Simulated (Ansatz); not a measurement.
A short molecular-dynamics run on Al2Sb⁺.

```yaml
crystal:
  periodic: [false, false, false]
  atoms:
    - {symbol: Al, position_ang: [-0.207312, -0.710830, 1.231873]}
    - {symbol: Al, position_ang: [1.201599, 0.786150, -0.062645]}
    - {symbol: Sb, position_ang: [-0.994277, -0.075320, -1.169228]}
basis:
  gaussian: {orbitals: def2-SVP}
total_charge: 1
hamiltonian: {xc: {name: BLYP}}
md: {timestep: 1 fs, n_steps: 15, ensemble: nvt_langevin, temperature: 500, initial_velocities: maxwell_boltzmann, friction: 0.01, seed: 169}
scf: {omitted_lower_state_checks: [starts]}
```

```sh
$ ansatz run in.yaml --threads 2 --pin off --events-out ev --progress --plain --max-ram 4352MiB
```

| step | time (fs) | potential energy (eV) | kinetic (eV) | T (K) |
| --- | --- | --- | --- | --- |
| 0 | 0.0 | -19718.2139 | 0.1293 | 333 |
| 1 | 1.0 | -19718.2181 | 0.1142 | 295 |
| 2 | 2.0 | -19718.2216 | 0.1052 | 271 |
| 3 | 3.0 | -19718.2249 | 0.1328 | 342 |
| 4 | 4.0 | -19718.2281 | 0.1339 | 345 |
| 5 | 5.0 | -19718.2309 | 0.1121 | 289 |
| 6 | 6.0 | -19718.2331 | 0.1147 | 296 |
| 7 | 7.0 | -19718.2349 | 0.1248 | 322 |
| 8 | 8.0 | -19718.2363 | 0.1121 | 289 |
| 9 | 9.0 | -19718.2374 | 0.1289 | 332 |
| 10 | 10.0 | -19718.2381 | 0.1312 | 338 |
| 11 | 11.0 | -19718.2381 | 0.1301 | 335 |
| 12 | 12.0 | -19718.2378 | 0.1498 | 386 |
| 13 | 13.0 | -19718.2377 | 0.1509 | 389 |
| 14 | 14.0 | -19718.2374 | 0.1805 | 466 |
| 15 | 15.0 | -19718.2369 | 0.1869 | 482 |

Velocities are drawn at the set temperature; a run this short doesn't reach equilibrium. Under Langevin dynamics the printed temperature counts 3N degrees of freedom, so it starts below the set value.

In the def2 sets Sb takes a core potential; there is no spin–orbit coupling. The restricted singlet is unstable towards broken spin symmetry at other levels; at RKS BLYP/def2-SVP this wasn't settled.

Frames (Å, forces in eV/Å):

```xyz
3
time=0.0 fs
Al   -0.207   -0.711    1.232   -0.076   -0.286    0.504
Al    1.202    0.786   -0.063    0.491    0.317   -0.017
Sb   -0.994   -0.075   -1.169   -0.414   -0.031   -0.487
3
time=1.0 fs
Al   -0.207   -0.714    1.231   -0.072   -0.275    0.484
Al    1.205    0.791   -0.057    0.444    0.294   -0.027
Sb   -0.995   -0.076   -1.170   -0.373   -0.019   -0.458
3
time=2.0 fs
Al   -0.206   -0.717    1.230   -0.065   -0.263    0.465
Al    1.207    0.797   -0.053    0.401    0.272   -0.034
Sb   -0.996   -0.076   -1.172   -0.336   -0.009   -0.432
3
time=3.0 fs
Al   -0.205   -0.721    1.229   -0.056   -0.250    0.447
Al    1.210    0.803   -0.048    0.356    0.248   -0.039
Sb   -0.996   -0.076   -1.173   -0.300    0.002   -0.407
3
time=4.0 fs
Al   -0.205   -0.723    1.227   -0.045   -0.236    0.427
Al    1.213    0.809   -0.044    0.308    0.221   -0.045
Sb   -0.997   -0.077   -1.174   -0.263    0.014   -0.382
3
time=5.0 fs
Al   -0.205   -0.726    1.226   -0.035   -0.221    0.408
Al    1.216    0.816   -0.039    0.262    0.195   -0.050
Sb   -0.998   -0.078   -1.175   -0.227    0.026   -0.358
3
time=6.0 fs
Al   -0.205   -0.728    1.226   -0.027   -0.208    0.391
Al    1.219    0.822   -0.035    0.220    0.172   -0.056
Sb   -0.998   -0.079   -1.176   -0.193    0.036   -0.335
3
time=7.0 fs
Al   -0.204   -0.729    1.225   -0.021   -0.197    0.374
Al    1.221    0.829   -0.031    0.181    0.150   -0.063
Sb   -0.999   -0.080   -1.177   -0.160    0.046   -0.311
3
time=8.0 fs
Al   -0.204   -0.730    1.224   -0.015   -0.185    0.358
Al    1.224    0.836   -0.027    0.142    0.129   -0.070
Sb   -1.000   -0.081   -1.179   -0.127    0.056   -0.287
3
time=9.0 fs
Al   -0.203   -0.731    1.223   -0.009   -0.174    0.342
Al    1.227    0.842   -0.024    0.103    0.108   -0.078
Sb   -1.001   -0.082   -1.180   -0.094    0.066   -0.263
3
time=10.0 fs
Al   -0.202   -0.732    1.222   -0.004   -0.165    0.328
Al    1.230    0.848   -0.019    0.066    0.088   -0.088
Sb   -1.002   -0.084   -1.182   -0.061    0.077   -0.240
3
time=11.0 fs
Al   -0.201   -0.733    1.220   -0.001   -0.159    0.319
Al    1.233    0.853   -0.015    0.032    0.071   -0.099
Sb   -1.003   -0.085   -1.184   -0.030    0.088   -0.220
3
time=12.0 fs
Al   -0.201   -0.734    1.219   -0.001   -0.154    0.309
Al    1.235    0.859   -0.010    0.001    0.056   -0.111
Sb   -1.004   -0.087   -1.185    0.000    0.098   -0.198
3
time=13.0 fs
Al   -0.200   -0.735    1.219   -0.001   -0.147    0.293
Al    1.236    0.865   -0.004   -0.030    0.041   -0.123
Sb   -1.005   -0.089   -1.187    0.031    0.107   -0.171
3
time=14.0 fs
Al   -0.199   -0.736    1.219   -0.001   -0.138    0.274
Al    1.237    0.872    0.002   -0.060    0.024   -0.132
Sb   -1.006   -0.090   -1.189    0.061    0.114   -0.143
3
time=15.0 fs
Al   -0.199   -0.738    1.219    0.002   -0.127    0.255
Al    1.237    0.880    0.008   -0.091    0.005   -0.138
Sb   -1.007   -0.092   -1.190    0.089    0.121   -0.117
```

Hardware: 2 threads of Arm Neoverse V2 on a shared host. Wall time 13 s.
